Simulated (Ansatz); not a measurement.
Consider the ligand exchange at the Si–O bond: `[SiH3][O][GeH2][O][SiH3]` + `OB(Cl)Cl` → `[SiH3]OB(Cl)Cl` + `[OH][GeH2][O][SiH3]`.

Isolated molecules relaxed with PBE0-D4/def2-TZVP in Ansatz; ΔE leaves out vibrations. CBS: MP2 limit from def2 TZ/QZ plus the TZ coupled-cluster correction, frozen cores. This one scheme is used for every species. DFT in def2-TZVPP. B3LYP here is the variant with VWN-RPA as its local correlation; programs differ in this. For Ge outer-core shells are correlated without core-valence functions, which leaves a few kJ/mol of doubt a bond. Scalar relativity is left out up to krypton. Each species was taken in one conformer, which may not be the lowest.

```
             level  ΔE (kcal/mol)  difference from CCSD(T)/CBS
            PBE-D4            2.8                         -0.1
         r2SCAN-D4            2.9                          0.0
           PBE0-D4            3.2                          0.3
          B3LYP-D4            3.0                          0.1
           ωB97X-V            3.0                          0.1
           ωB97M-V            2.9                          0.0
            r2SCAN            2.8                         -0.1
              PBE0            2.9                          0.0
             B3LYP            2.6                         -0.3
    MP2/def2-TZVPP            2.9                          0.0
CCSD(T)/def2-TZVPP            3.1                          0.2
     HF/def2-QZVPP            3.5                          0.6
SCS-MP2/def2-QZVPP            2.9                          0.0
      HF/CBS(def2)            3.5                          0.6
     MP2/CBS(def2)            2.7                         -0.2
    CCSD/CBS(def2)            3.0                          0.1
       CCSD(T)/CBS            2.9                            0
```

Largest T1 diagnostic among the species: 0.012.
